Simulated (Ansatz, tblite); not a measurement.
Cost and result up the ladder for Li2I2⁻ (the lowest doublet isomer of a short search) (4 atoms). Charge -1, multiplicity 2. Geometry: r2SCAN-D4/def2-TZVPD.

```xyz
4

Li   -2.581    1.650   -0.653
Li    0.852   -0.521    0.095
I     2.953   -1.608   -0.760
I    -1.223    0.479    1.318
```

Ansatz on 4 threads of Arm Neoverse V1 on a shared host; xTB runs through tblite on one thread. Times are rough, summed over both states, and most runs start from the orbitals of an earlier one. PBE0-D4/def2-TZVPD serves as the yardstick here, not as an exact answer. The other state is a singlet.

In the def2 sets I takes a core potential; there is no spin–orbit coupling. The xTB rows come from tblite. The structure comes from a short search, and lower isomers may exist.

Raw xTB energies of ions are shifted by several eV, and xTB has no spin-polarisation term.

```csv
level,functions,vertical IE (eV),difference from PBE0-D4/def2-TZVPD (eV),remarks
GFN2-xTB,26,4.76,3.08,–
r2SCAN-D4/def2-TZVPD,152,1.60,-0.08,HOMO above zero (-1 doublet)
GFN1-xTB,26,5.48,3.80,–
PBE0-D4/def2-TZVPD,152,1.68,0.00,–
PBE-D4/def2-TZVPD,152,1.67,-0.01,HOMO above zero (-1 doublet)
```

Problem. Estimate how long each takes.

Solution. GFN1-xTB 0.006 s; GFN2-xTB 0.006 s; PBE-D4/def2-TZVPD 3.9 s; PBE0-D4/def2-TZVPD 5.1 s; r2SCAN-D4/def2-TZVPD 8.9 s. On shared hardware such times vary by a factor of up to 3.
